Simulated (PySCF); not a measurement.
## SMILES CC(C)[SeH], C$_{3}$H$_{8}$Se: coupling constants with relativity

Geometry:
```
atom   x (Å)   y (Å)   z (Å)
  C1  -1.099  -0.757   0.127
  C2   0.182  -0.040   0.514
  C3   0.390   1.256  -0.250
 Se4   1.752  -1.227   0.374
  H5  -1.971  -0.103   0.300
  H6  -1.238  -1.680   0.707
  H7  -1.092  -1.025  -0.941
  H8   0.168   0.175   1.596
  H9  -0.460   1.939  -0.084
 H10   1.312   1.767   0.061
 H11   0.458   1.067  -1.334
 H12   1.625  -1.410  -1.082
```

Level of theory for the indirect couplings: PBE0/pcJ-1 (dyall-v2z on Se), gas phase, Gaussian nuclear model, PBE0-D3(BJ)/def2-SVP geometry (PySCF 2.14 with density-fitted X2C routines).

Non-relativistic values:
| coupling | atoms | J (Hz) |
| --- | --- | --- |
| 1J(77Se,13C) | Se4 – C2 | -59.8 |
| 1J(77Se,1H) | Se4 – H12 | -11.1 |
| 2J(77Se,13C) | Se4 – C1/C3 | -3.2 |
| 2J(77Se,1H) | Se4 – H8 | 40.2 |
| 3J(77Se,1H) | Se4 – H5/H6/H7/H9/H10/H11 | 5.6 |

Question: What do two-component X2C with spin–orbit coupling give?

Answer: 
```tsv
coupling	atoms	with spin–orbit (Hz)
1J(77Se,13C)	Se4 – C2	-69.7
1J(77Se,1H)	Se4 – H12	-49.2
2J(77Se,13C)	Se4 – C1/C3	-4.5
2J(77Se,1H)	Se4 – H8	47.1
3J(77Se,1H)	Se4 – H5/H6/H7/H9/H10/H11	5.0
```

The largest listed coupling, 1J(77Se,13C), ends at 1.17 times its non-relativistic value. Equivalent partners are averaged, as under fast rotation. In the static structure 3J(77Se,1H) spreads over 10.0, 0.8, 4.1, 10.1, 0.8, 4.1 Hz.
